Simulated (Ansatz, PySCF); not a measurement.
CH6AlClGe. Atoms are numbered in the order given.

```xyz
10

Al    -0.0544     0.4695    -0.7223
Cl     1.8748     0.1327    -1.5461
Ge    -0.5323    -0.6612     1.4246
H     -0.4315    -2.1996     1.2949
H      0.4700    -0.2451     2.5271
H     -1.9496    -0.3457     1.9600
C     -1.2743     1.6477    -1.6839
H     -2.3092     1.2660    -1.6648
H     -0.9716     1.7978    -2.7323
H     -1.2932     2.6398    -1.1968
```

Geometry optimised at B3LYP-D3(BJ)/def2-SVP. The structure was generated by enumeration; whether it is a known compound was not checked.

Vertical ionisation energy (IE) and electron affinity (EA) in eV. Rows of orbital energies are one-electron estimates. Where ΔSCF, EOM or ADC give a negative EA the extra electron is unbound and the value depends on the basis.

| level | IE | EA |
|---|---|---|
| −ε(HOMO), −ε(LUMO), HF/def2-TZVP (PySCF) | 10.12 | -1.19 |
| −ε(HOMO), −ε(LUMO), PBE/def2-TZVP (PySCF) | 6.46 | 2.32 |
| ΔSCF, PBE0/def2-SVPD (Ansatz), final states of multiplicity 2 and 2 | 9.46 | 0.16 |
| ΔSCF, PBE/def2-SVPD (Ansatz), final states of multiplicity 2 and 2 | 9.16 | 0.18 |

### Question
What vertical singlet–triplet gap does ΔSCF give with PBE0/def2-SVPD (Ansatz, a first-principles code) and with PBE/def2-SVPD (Ansatz)? (An estimate is asked for; the answer gives what the named calculation found.)

### Answer
4.11 and 3.86 eV (triplet above singlet where positive).
